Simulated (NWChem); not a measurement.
Species: CdSiH3F; SMILES [F][Cd][SiH3]

```xyz
6

Cd    -0.5575     0.3514     0.0000
F     -0.6531     2.2930     0.0000
Si    -0.4358    -2.1123     0.0000
H     -1.1084    -2.6704    -1.2129
H     -1.1084    -2.6704     1.2129
H      0.9890    -2.5657     0.0000
```
Atoms are numbered in this order, from 1.

All runs use the structure optimised with PBE0/def2-SVP. No frequency run checked for a minimum. def2 effective core potentials on Cd; no spin-orbit coupling.

Q: List the 4 lowest vertical singlet excitations from PBE/def2-SVPD with def2 effective core potentials on Cd, TDA (NWChem).

A: 
```csv
state,energy (eV),oscillator strength,leading excitation (squared amplitude)
S1,5.86,0.002,HOMO−1 → LUMO (0.97)
S2,5.86,0.002,HOMO−2 → LUMO (0.97)
S3,5.96,0.000,HOMO−1 → LUMO+1 (0.50)
S4,6.00,0.001,HOMO−2 → LUMO+2 (0.49)
```
